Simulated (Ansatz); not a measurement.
C2H2ClFOZr, SMILES `C#[C][Zr]([OH])([F])[Cl]`, relaxed with RKS PBE0-D4/def2-TZVP in Ansatz from a GFN2-xTB geometry. The force threshold is 0.005 eV/Å; the program also tests the step.

Total charge 0; spin multiplicity 1. Zr takes the def2 core potential.

Start:

```xyz
8

C    -1.423    1.285    1.628
C    -0.744    0.578    0.918
Zr    0.405   -0.737   -0.398
O     1.522    0.250   -1.505
F    -0.760   -1.757   -1.446
Cl    1.501   -2.292    0.861
H    -2.008    1.902    2.258
H     1.508    0.771   -2.314
```

(1) By how much does the energy fall, and how many steps does the optimiser take? (An estimate is asked.)

(2) Which bonds change most? (An estimate is asked.)

(3) Give the relaxed structure. (Best estimate.)

## Answers

(1) Computed: 16.65 kJ/mol, in 14 steps, 1 of them rejected.

(2) Ansatz gave: Zr3–Cl6 from 2.282 to 2.349 Å; Zr3–O4 from 1.857 to 1.888 Å; Zr3–F5 from 1.869 to 1.894 Å; C1–H7 from 1.058 to 1.067 Å.

(3) Ansatz gave: 
```xyz
8

C    -1.430    1.277    1.645
C    -0.806    0.555    0.893
Zr    0.288   -0.781   -0.437
O     1.322    0.290   -1.598
F    -0.953   -1.803   -1.437
Cl    1.665   -2.191    0.841
H    -1.978    1.909    2.308
H     1.891    0.744   -2.214
```
